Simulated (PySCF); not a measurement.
**Bond curve of BeF⁺**

Set-up: PySCF, spin-free X2C with a Gaussian nucleus, basis sets Be jorge-DZP-DKH, F jorge-DZP-DKH. Energies in eV from Be⁺ + F in their ground configurations at the same level. All curves are PBE0. state 1: ¹Σ⁺ (singlet), closed shell; state 2: ³Π (triplet), unpaired electrons σ ↑, π ↑, a second solution, started from another occupation.

```tsv
R (Å)	state 1	state 2
1.184	-4.070	3.7711
1.239	-4.635	2.6969
1.294	-4.955	1.8841
1.336	-5.072	1.4074
1.377	-5.107	1.0207
1.418	-5.076	0.7074
1.473	-4.954	0.3810
1.542	-4.705	0.0862
1.625	-4.311	-0.1490
1.735	-3.696	-0.3288
```

Problem. Put a parabola through the three lowest points of the state 1 curve and estimate Re, k and ωe (reduced mass 6.113 u; 1 eV/Å² = 0.16022 mdyn/Å; ωe = 1302.8·√(k/μ) cm⁻¹).

Solution. Through R = 1.336, 1.377, 1.418 Å the second-order coefficient is 19.6 eV/Å², so Re ≈ 1.378 Å, k ≈ 6.29 mdyn/Å and ωe ≈ 1322 cm⁻¹. A polynomial fit of higher order to the unrounded PBE0 energies gives Re = 1.377 Å, k = 6.21 mdyn/Å, ωe = 1313 cm⁻¹; anharmonicity and rounding make the difference.

The higher-order fit for each curve: state 1: Re = 1.377 Å, ωe = 1313 cm⁻¹, De = 5.11 eV; state 2: Re = 2.003 Å, ωe = 302 cm⁻¹, minimum 0.449 eV below the ground-state fragments.

For an ion De counts to the pair picked by the measured ionisation energies or electron affinities, which need not be the lowest pair at this level. Counting both spins, an empty level lies below a filled one in some of these solutions, because spin and occupation are held.
